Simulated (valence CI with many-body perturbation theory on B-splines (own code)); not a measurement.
# Cs XXIV: electric-dipole lines

Calculated by valence CI with perturbative core correlation (CI+MBPT): four valence electrons over a frozen Dirac-Fock core [Ar] 3d10, a basis of 11 s, 11 p, 9 d, 7 f, 5 g, 2 h, 1 i functions for each j, with the one-electron correlation potential Σ1 (screened to all orders), the two-electron term Σ2, the three-electron term Σ3, Breit, model QED; selected single and double excitations, second order for the rest (own B-spline code, finite nucleus).

No measured spectrum was set against this ion. As an estimate, levels hold to about 250 cm⁻¹ or 0.2 % of their energy and the worst to 1 %, as in measured heavy ions of charge 2 to 7; those with d or f electrons hold less well.

Lines 151 to 200 of 225 in falling wavelength, among levels below 1619500 cm⁻¹, chosen from the strongest by gf and those to the six lowest levels. Wavelengths and rates use the calculated energies, so an error of 2000 cm⁻¹ moves a line at 122.7 Å by 0.25 % and its rate by three times that or more. Electric multipoles are in the length gauge, E1 and E2 with the static RPA response of the core. Weak lines are less certain than strong ones. Lines between different terms over intervals too small for the method are left out, as are lines whose strength nearly cancels. Where a level lies close to another of its J and parity, the split of strength between their lines is uncertain. The highest levels of a list are the least certain.

Levels are named by their leading jj configuration (3d3/2^4 stands for four electrons in 3d with j = 3/2), which in mixed levels can hold well under half, so a name can repeat and another be missing. Letters in brackets count levels of one name in rising energy.

```csv
λ vac (Å),Upper,Lower,A (s⁻¹),S (a.u.) with core polarisation,S without
122.7,(4s 4p1/2 4p3/2 4d5/2) J=3 [c],(4s 4p1/2 4p3/2^2) J=3,1.62e+10,1.03e-01,1.11e-01
122.6,(4s 4p1/2 4p3/2 4d5/2) J=2 [a],(4s 4p1/2^2 4p3/2) J=1,2.38e+10,1.08e-01,1.17e-01
121.8,(4s 4p1/2 4p3/2 4d5/2) J=3 [d],(4s 4p1/2 4p3/2^2) J=3,2.33e+10,1.45e-01,1.56e-01
121.6,(4s 4p1/2 4p3/2 4d5/2) J=1 [d],(4s 4p1/2 4p3/2^2) J=0,9.57e+10,2.55e-01,2.74e-01
121.1,(4s 4p1/2 4p3/2 4d3/2) J=2 [a],(4s 4p1/2^2 4p3/2) J=2,7.44e+09,3.26e-02,3.50e-02
120.6,(4s 4p3/2^2 4d3/2) J=3,(4s 4p1/2 4p3/2^2) J=2 [b],1.21e+10,7.32e-02,7.88e-02
120.6,(4s 4p1/2 4p3/2 4d3/2) J=1 [a],(4s 4p1/2^2 4p3/2) J=2,2.48e+09,6.43e-03,6.90e-03
120.1,(4s 4p1/2 4p3/2 4d3/2) J=3 [a],(4s 4p1/2^2 4p3/2) J=2,1.69e+10,1.01e-01,1.08e-01
119.7,(4s 4p3/2^3) J=1,(4s^2 4p1/2 4p3/2) J=1,7.12e+10,1.81e-01,1.95e-01
119.4,(4s 4p1/2 4p3/2 4d3/2) J=2 [b],(4s 4p1/2^2 4p3/2) J=2,1.95e+10,8.19e-02,8.82e-02
119.1,(4s 4p3/2^2 4d3/2) J=2 [b],(4s 4p1/2 4p3/2^2) J=2 [b],6.46e+10,2.70e-01,2.90e-01
118.8,(4s 4p3/2^2 4d3/2) J=1,(4s 4p1/2 4p3/2^2) J=2 [b],4.28e+10,1.06e-01,1.14e-01
118.8,(4s^2 4p3/2 4d5/2) J=3,(4s^2 4p3/2^2) J=2,2.86e+11,1.66e+00,1.78e+00
118.7,(4s 4p3/2^2 4d3/2) J=2 [b],(4s 4p1/2 4p3/2^2) J=1 [a],1.65e+10,6.81e-02,7.30e-02
117.5,(4s 4p1/2 4p3/2 4d5/2) J=3 [c],(4s 4p1/2 4p3/2^2) J=2 [a],2.29e+10,1.28e-01,1.38e-01
117.1,(4s 4p1/2 4p3/2 4d3/2) J=2 [d],(4s 4p1/2^2 4p3/2) J=1,1.67e+10,6.64e-02,7.12e-02
116.8,(4s 4p1/2 4p3/2 4d5/2) J=1 [a],(4s 4p1/2^2 4p3/2) J=1,9.05e+10,2.13e-01,2.30e-01
116.6,(4s 4p1/2 4p3/2 4d5/2) J=3 [d],(4s 4p1/2 4p3/2^2) J=2 [a],1.42e+11,7.81e-01,8.37e-01
116.6,(4s 4p1/2 4p3/2 4d5/2) J=3 [e],(4s 4p1/2 4p3/2^2) J=3,1.32e+10,7.22e-02,7.75e-02
116.3,(4s^2 4p3/2 4d5/2) J=1,(4s^2 4p3/2^2) J=2,7.66e+06,1.78e-05,2.24e-05
116.1,(4s 4p3/2^2 4d5/2) J=4,(4s 4p1/2 4p3/2^2) J=3,3.22e+10,2.24e-01,2.40e-01
114.5,(4s 4p3/2^2 4d3/2) J=2 [a],(4s 4p1/2 4p3/2^2) J=3,3.60e+10,1.33e-01,1.43e-01
112.3,(4s 4p1/2 4p3/2 4d5/2) J=2 [a],(4s 4p1/2^2 4p3/2) J=2,1.50e+09,5.23e-03,5.67e-03
112.1,(4s 4p3/2^2 4d3/2) J=3,(4s 4p1/2 4p3/2^2) J=3,1.62e+11,7.90e-01,8.50e-01
111.9,(4s 4p1/2 4p3/2 4d5/2) J=3 [a],(4s 4p1/2^2 4p3/2) J=2,1.34e+11,6.50e-01,6.99e-01
111.9,(4s 4p1/2 4p3/2 4d5/2) J=3 [e],(4s 4p1/2 4p3/2^2) J=2 [a],1.27e+10,6.16e-02,6.60e-02
111.4,(4s^2 4p3/2 4d3/2) J=2,(4s^2 4p1/2 4p3/2) J=2,1.37e+11,4.69e-01,5.06e-01
111.3,(4s 4p1/2 4p3/2 4d5/2) J=1 [c],(4s 4p1/2 4p3/2^2) J=2 [a],3.06e+10,6.24e-02,6.71e-02
111.0,(4s 4p1/2 4p3/2 4d3/2) J=1 [c],(4s 4p1/2^2 4p3/2) J=1,8.77e+10,1.77e-01,1.91e-01
110.9,(4s 4p1/2 4p3/2 4d5/2) J=1 [d],(4s 4p1/2 4p3/2^2) J=2 [a],6.75e+10,1.37e-01,1.47e-01
110.9,(4s 4p3/2^2 4d3/2) J=2 [b],(4s 4p1/2 4p3/2^2) J=3,2.69e+10,9.03e-02,9.72e-02
109.9,(4s 4p3/2^2 4d3/2) J=2 [a],(4s 4p1/2 4p3/2^2) J=2 [a],9.98e+10,3.27e-01,3.52e-01
109.3,(4s^2 4p3/2 4d3/2) J=3,(4s^2 4p1/2 4p3/2) J=2,2.91e+11,1.31e+00,1.41e+00
109.1,(4s 4p1/2 4p3/2 4d3/2) J=2 [c],(4s 4p1/2^2 4p3/2) J=2,2.40e+11,7.69e-01,8.27e-01
109.0,(4s 4p1/2 4p3/2 4d5/2) J=3 [b],(4s 4p1/2^2 4p3/2) J=2,9.13e+10,4.08e-01,4.39e-01
108.9,(4s^2 4p3/2 4d3/2) J=2,(4s^2 4p1/2 4p3/2) J=1,1.42e+11,4.52e-01,4.87e-01
108.7,(4s^2 4p3/2 4d3/2) J=1,(4s^2 4p1/2 4p3/2) J=2,4.42e+10,8.39e-02,9.04e-02
108.5,(4s 4p1/2 4p3/2 4d3/2) J=1 [b],(4s 4p1/2^2 4p3/2) J=2,2.88e+11,5.45e-01,5.86e-01
107.8,(4s 4p1/2 4p3/2 4d3/2) J=3 [b],(4s 4p1/2^2 4p3/2) J=2,1.71e+08,7.42e-04,7.96e-04
107.7,(4s 4p3/2^2 4d3/2) J=3,(4s 4p1/2 4p3/2^2) J=2 [a],1.31e+11,5.65e-01,6.07e-01
107.7,(4s 4p1/2 4p3/2 4d3/2) J=2 [d],(4s 4p1/2^2 4p3/2) J=2,6.42e+10,1.98e-01,2.13e-01
107.6,(4s^2 4p3/2 4d3/2) J=0,(4s^2 4p1/2 4p3/2) J=1,2.50e+11,1.54e-01,1.65e-01
107.4,(4s 4p1/2 4p3/2 4d5/2) J=1 [a],(4s 4p1/2^2 4p3/2) J=2,1.54e+10,2.82e-02,3.03e-02
107.2,(4s 4p1/2 4p3/2 4d3/2) J=0 [b],(4s 4p1/2^2 4p3/2) J=1,2.01e+11,1.22e-01,1.31e-01
107.1,(4s 4p1/2 4p3/2 4d3/2) J=2 [e],(4s 4p1/2^2 4p3/2) J=1,1.81e+11,5.49e-01,5.89e-01
106.8,(4s^2 4p1/2 4d3/2) J=1,(4s^2 4p1/2^2) J=0,3.04e+11,5.47e-01,5.89e-01
106.6,(4s 4p3/2^2 4d3/2) J=2 [b],(4s 4p1/2 4p3/2^2) J=2 [a],9.49e+10,2.84e-01,3.05e-01
106.5,(4s^2 4p3/2 4d5/2) J=2,(4s^2 4p1/2 4p3/2) J=2,2.47e+10,7.36e-02,7.91e-02
106.3,(4s 4p3/2^2 4d3/2) J=1,(4s 4p1/2 4p3/2^2) J=2 [a],1.05e+11,1.88e-01,2.02e-01
106.3,(4s^2 4p3/2 4d3/2) J=1,(4s^2 4p1/2 4p3/2) J=1,1.67e+11,2.97e-01,3.20e-01
```
